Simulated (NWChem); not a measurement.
Species: Ge3H7, doublet; SMILES [GeH3][GeH][GeH3]

Program: NWChem. Pople sets run with spherical d functions. Spin-unrestricted. No stability test was run on the SCF state. Each level has its own optimisation. Brackets give each atom's bonded neighbours.

```csv
level,r Ge–Ge (Å),r Ge–H [Ge(GeGeH)–H(Ge)] (Å),dipole (D)
B3LYP/6-31G*,2.463,1.566,0.08
UHF/STO-3G,2.341,1.418,0.43
PBE0/def2-SVP,2.426,1.550,0.10
```
